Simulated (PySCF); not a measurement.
Spinor energies of Si(3+) (silicon, charge +3)

Start: [Ne] 3s1; 3s1/2 filled at m_j = +1/2. Calculated with PySCF 2.14 in x2c-TZVPall-2c (5s6p2d1f, 40 functions): generalised Hartree-Fock with the X2C-1e Hamiltonian and a Gaussian nucleus; one run each with spin-orbit coupling (SO) switched off, then screened by Boettger's factors.

```
spinor shell  electrons  ε, spin-free (eV)  ε, screened SO (eV)  weight of nominal j (screened SO)  rms radius, screened SO (bohr)
       1s1/2          2            -1914.6              -1914.6                              1.000                           0.129
       2s1/2          2            -204.52              -204.52                              1.000                           0.611
       2p1/2          2            -152.21              -152.73                              0.942                           0.595
       3s1/2          1            -44.722              -44.722                              1.000                            2.00
```

**Question.** Where does 2p3/2 lie, and what is the 2p spin-orbit splitting (screened SO)?

**Answer.** At -151.96 eV, 0.766 eV above 2p1/2.

```json
{"quantity": "E (hartree)", "spin-free": "-287.41476", "screened SO": "-287.41501"}
{"quantity": "M_J", "spin-free": "1/2", "screened SO": "1/2"}
{"quantity": "⟨J²⟩", "spin-free": "0.750", "screened SO": "0.750"}
{"quantity": "⟨L²⟩", "spin-free": "0.000", "screened SO": "0.000"}
{"quantity": "⟨S²⟩", "spin-free": "0.750", "screened SO": "0.750"}
```

Each row is a mean over spinors that exchange with the open shell spreads, by up to 0.958 eV (2s1/2).

Without spin-orbit coupling the j labels of p, d and f shells carry no meaning; the spin-free column gives the mean over the occupied spinors of each nl shell.
